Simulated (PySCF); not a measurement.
**How methods differ on the electron affinity of Br**

Br⁻ [Kr] (1S) → Br [Ar] 3d10 4s2 4p5 (2P), as a difference of total energies. Computed with PySCF 2.14 in def2-QZVPPD, with the non-relativistic Hamiltonian (point nucleus). Correlated levels: valence: [Ar] 3d10 frozen; valence and next inner shell: [Ne] frozen. The calculations carry no spin-orbit coupling.

```csv
method,electron affinity (eV),plus first-order spin-orbit estimate,difference from reference of that sum (eV)
UHF,2.391,2.253,-1.111
LDA,3.766,3.628,+0.264
PBE,3.491,3.353,-0.011
PBE0,3.447,3.309,-0.055
r2SCAN,3.505,3.368,+0.004
LC-wPBE,3.418,3.280,-0.084
wB97X-V,3.454,3.317,-0.047
BHandHLYP,3.340,3.202,-0.162
M06-2X,3.411,3.274,-0.090
MP2 (valence),3.496,3.359,-0.005
SCS-MP2 (valence),3.424,3.287,-0.077
MP2 (valence and next inner shell),3.544,3.406,+0.042
SCS-MP2 (valence and next inner shell),3.456,3.318,-0.046
```

Reference: 3.364 eV (measured; photodetachment measurements, as compiled on the Wikipedia data page of electron affinities).

A first-order spin-orbit estimate (lowest level to lowest level, LS coupling) adds -0.138 eV.

These non-relativistic numbers lack the scalar-relativistic shift.

Errors of the correlated levels include the incompleteness of this basis and the frozen core.

In the anion the highest occupied orbital energy is positive at PBE, a self-interaction effect; the basis confines that electron, and the energy difference can still be sensible.
